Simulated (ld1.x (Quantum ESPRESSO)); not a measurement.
tellurium PAW: all-electron and pseudo phase curves

```
Element                 : tellurium (Te)
Generator               : ld1.x (Quantum ESPRESSO) 7.5
Type                    : PAW
Functional              : LDA (PZ)
Relativity              : scalar-relativistic
Frozen core             : [Ar] 3d10
Valence charge          : 24
Reference configuration : 4s2 4p6 4d10 5s2 5p4
Partial waves           : 4s (bound): rcut 1.20, rcutus 1.30 bohr; 5s (bound): rcut 1.20, rcutus 1.30 bohr; 4p (bound): rcut 1.30, rcutus 1.65 bohr; 5p (bound): rcut 1.30, rcutus 1.65 bohr; 4d (bound): rcut 1.05, rcutus 1.15 bohr; 4d channel at -2.65 Ry: rcut 1.05, rcutus 1.15 bohr; 4f channel at -0.15 Ry: rcut 1.20, rcutus 1.30 bohr; 4f channel at 2 Ry: rcut 1.20, rcutus 1.30 bohr
Local potential         : all-electron potential smoothed inside 1.30 bohr (lloc = -2)
Core correction         : a·sin(br)/r model core inside 1.00 bohr
Augmentation charge     : BG, radius 1.15 bohr
```

The phase is arctan(r·u′/u) with u = r·R(r), unwrapped; energies in Ry, scanned from -14 to 5 Ry. A pole is an energy at which the radial function vanishes at the test radius. The pseudo phase is shifted by a multiple of π to meet the all-electron one at the reference energy, and phase errors are pseudo minus all-electron; the curves can meet again beyond the range given. Levels narrower than the energy grid can be missing from the lists of poles.

```
channel  radius (bohr)  reference energy (Ry)  poles, all-electron  poles, pseudo  unbroken range about the reference energy with phases within 0.05 rad  phase error 1 Ry above the reference energy (rad)
      s           1.81                  -1.13         -11.99, 4.54   -11.99, 4.50                                                            above -12.1                                             -0.003
      p           1.81                  -0.45                -8.25          -8.25                                                        the whole range                                             +0.006
      d           1.81                  -3.06                -2.60          -2.60                                                              below 3.0                                             -0.000
      f           1.81                  -0.15                 3.64           3.64                                                        the whole range                                             -0.001
```

Phases in the s channel:

| E (Ry) | all-electron | pseudo |
| --- | --- | --- |
| -14.00 | 1.396 | 1.396 |
| -13.52 | 1.388 | 1.388 |
| -13.04 | 1.376 | 1.376 |
| -12.56 | 1.346 | 1.346 |
| -12.08 | -1.165 | -1.210 |
| -11.60 | -1.711 | -1.711 |
| -11.12 | -1.737 | -1.737 |
| -10.64 | -1.750 | -1.750 |
| -10.16 | -1.760 | -1.760 |
| -9.68 | -1.769 | -1.769 |
| -9.20 | -1.778 | -1.778 |
| -8.72 | -1.787 | -1.787 |
| -8.24 | -1.797 | -1.797 |
| -7.76 | -1.808 | -1.808 |
| -7.28 | -1.820 | -1.820 |
| -6.80 | -1.834 | -1.834 |
| -6.32 | -1.850 | -1.850 |
| -5.84 | -1.869 | -1.869 |
| -5.36 | -1.892 | -1.892 |
| -4.88 | -1.919 | -1.919 |
| -4.40 | -1.954 | -1.954 |
| -3.92 | -1.998 | -1.998 |
| -3.44 | -2.058 | -2.058 |
| -2.96 | -2.142 | -2.143 |
| -2.48 | -2.268 | -2.269 |
| -2.00 | -2.468 | -2.470 |
| -1.52 | -2.797 | -2.800 |
| -1.04 | -3.275 | -3.279 |
| -0.56 | -3.749 | -3.753 |
| -0.08 | -4.073 | -4.076 |
| 0.40 | -4.271 | -4.273 |
| 0.88 | -4.396 | -4.397 |
| 1.36 | -4.480 | -4.482 |
| 1.84 | -4.541 | -4.542 |
| 2.32 | -4.587 | -4.588 |
| 2.80 | -4.623 | -4.624 |
| 3.28 | -4.653 | -4.654 |
| 3.76 | -4.678 | -4.679 |
| 4.24 | -4.700 | -4.702 |
| 4.72 | -4.720 | -4.721 |
